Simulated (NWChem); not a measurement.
**Total energies of Bi**

```
Bi
```
Charge 0, spin multiplicity 4.

The numbers come from NWChem runs, not from measurements.

Basis set: def2-TZVP (50 functions).

| method | total energy (Ha) |
|---|---|
| UHF | -213.59378 |
| UMP2 | -213.96368 |
| UB2PLYP | -214.38701 |
| UPBE | -214.63705 |
| UB3LYP | -214.68486 |
| ULDA (SVWN5) | -214.32421 |

Total energies of different functionals aren't comparable as a measure of quality: only differences taken within one method are. 

Effective core potentials replace the inner electrons of Bi; spin-orbit coupling is left out. The correlated methods keep 4 core orbitals frozen. B3LYP has NWChem's definition, with VWN1-RPA local correlation. No SCF solution was tested for a lower state. Open-shell Hartree-Fock references start from PBE0 orbitals.
